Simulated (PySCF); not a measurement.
C3H5GeNO.
Atom-mapped SMILES: `[GeH3:1][c:2]1[cH:3][cH:4][n:5][o:6]1` (hydrogens: H7, H8, H9 on Ge1; H10 on C3; H11 on C4)

The calculation used PBE0-D3(BJ)/def2-SVP geometry optimisation, gas phase (PySCF).

**Question.** What internal coordinates does the optimisation give?

**Answer.** 
```json
{"bond": "Ge1–C2", "length (bohr)": "3.674", "order": "single"}
{"bond": "C2–C3", "length (bohr)": "2.585", "order": "aromatic"}
{"bond": "C3–C4", "length (bohr)": "2.684", "order": "aromatic"}
{"bond": "C4–N5", "length (bohr)": "2.469", "order": "aromatic"}
{"bond": "N5–O6", "length (bohr)": "2.571", "order": "aromatic"}
{"bond": "C2–O6", "length (bohr)": "2.539", "order": "aromatic"}
{"bond": "Ge1–H7, Ge1–H8, Ge1–H9", "length (bohr)": "2.901", "order": "single"}
{"bond": "C3–H10", "length (bohr)": "2.054", "order": "single"}
{"bond": "C4–H11", "length (bohr)": "2.060", "order": "single"}
```

Bonds in one row agree within 0.02 bohr and their mean is given. Orders are formal, as drawn. A selection of angles:
```json
{"angle": "C2–Ge1–H7", "degrees": "106.7"}
{"angle": "C2–Ge1–H8", "degrees": "109.3"}
{"angle": "H7–Ge1–H8", "degrees": "110.7"}
{"angle": "H8–Ge1–H9", "degrees": "110.1"}
{"angle": "Ge1–C2–C3", "degrees": "133.4"}
{"angle": "Ge1–C2–O6", "degrees": "118.0"}
{"angle": "C3–C2–O6", "degrees": "108.6"}
{"angle": "C2–C3–C4", "degrees": "103.4"}
{"angle": "C2–C3–H10", "degrees": "128.0"}
{"angle": "C4–C3–H10", "degrees": "128.6"}
{"angle": "C3–C4–N5", "degrees": "111.6"}
{"angle": "C3–C4–H11", "degrees": "129.1"}
{"angle": "N5–C4–H11", "degrees": "119.2"}
{"angle": "C4–N5–O6", "degrees": "105.9"}
{"angle": "C2–O6–N5", "degrees": "110.5"}
```

N5 (pyridine-type nitrogen) is bent (angle 105.9°). The 2 C–C bonds span 1.368 Å (C2–C3, aromatic) to 1.420 Å (C3–C4, aromatic), a spread of 0.052 Å. The 5-membered ring C2–C3–C4–N5–O6 has internal angles of 103.4° to 111.6° (sum 540°, against 540° for a flat polygon); it is planar, 0.00 Å rms from its mean plane, widest ring torsion 0°. The 6 heavy atoms lie in one plane (0.003 Å rms). Ge1 (germanium bonded to C and 3 H) is tetrahedral (angles from 106.7° to 110.7°).

Point group: near Cs, missed by 0.11 Å at most; the miss may be what the optimiser left on a soft mode. No PBE0-D3(BJ)/def2-SVP frequencies stand behind this structure, so it isn't proved a minimum.
